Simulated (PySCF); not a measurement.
**Structure revision by computed shifts**

A compound C3H9F3Si2 gives the data below (simulated from a calculation) and was assigned the structure `FC(F)(F)CC([SiH3])[SiH3]`.

¹³C{¹H} NMR (computed): δ 139.1 (C), 16.4 (CH), -7.4 (CH3).

¹H NMR (600 MHz, computed): δ 4.66 (m, 1H), 4.20 (m, 1H), 4.09 (d, 3H), 1.30 (m, 1H), 0.35 (m, 3H).

- NMR shieldings at PBE0/pcSseg-1/GIAO
- GFN2-xTB geometry
- program: PySCF 2.14.0 with density-fitted response routines
- in vacuum, relativity neglected, one computed conformer, rapidly exchanging positions averaged

References, each an isolated molecule treated in the same way: ¹H (σref 31.72) and ¹³C (σref 186.93) against TMS.

Question: Compare with the shifts computed for the proposed structure, pairing carbons in order of shift.

Answer: Atom-mapped SMILES (the numbers label the heavy atoms): `[F:1][C:2]([F:3])([F:4])[CH2:5][CH:6]([SiH3:7])[SiH3:8]`; H(Xn) means a hydrogen on atom n.

```
atom  computed for proposal  given list  difference
  C2                  136.3       139.1        -2.8
  C5                   38.7        16.4       +22.3
  C6                   -4.1        -7.4        +3.3
```

The rms difference is 13.1 ppm and the largest +22.3 ppm at C5 (sp3 CH2). The carbon types in order of shift don't match either: C, CH2, CH for the proposal against C, CH, CH3 in the data. The proposal doesn't fit.

Question: Which isomer fits?

Answer: SMILES C[SiH2][C@@H]([SiH3])C(F)(F)F.

Carbon types of the structure: 1 × C, 1 × CH, 1 × CH3, leaving 5 H on heteroatoms. δC 139.1: CF3 carbon; 3 electronegative neighbours deshield it. δC -7.4: methyl carbon bonded to Si; an electropositive neighbour leaves it electron-rich and shielded. δH 4.09: hydrogen on a silicon bonded to C. δH 0.35: hydrogen on a methyl carbon bonded to Si; an electropositive neighbour shields it, as in TMS itself.

Other isomers checked: CC([SiH3])([SiH3])C(F)(F)F (rms 14.0 ppm).

The data come from this structure; uniqueness wasn't tested.

Splittings by ¹⁹F in the carbon and heteronuclear signals aren't shown, as no couplings were computed. Shifts are as computed. Against solution values, carbons near 30 ppm lie about +3 ppm off and those near 130 ppm about +5 ppm. Of 1211 compounds with measured shifts, 218 miss one by over three times the rms of a fit or turn the order of signals round; such compounds aren't used in these exercises. Multiplicities follow the n + 1 count of equivalent neighbours, as no J values were calculated; m marks all less simple cases, F and P coupling included.
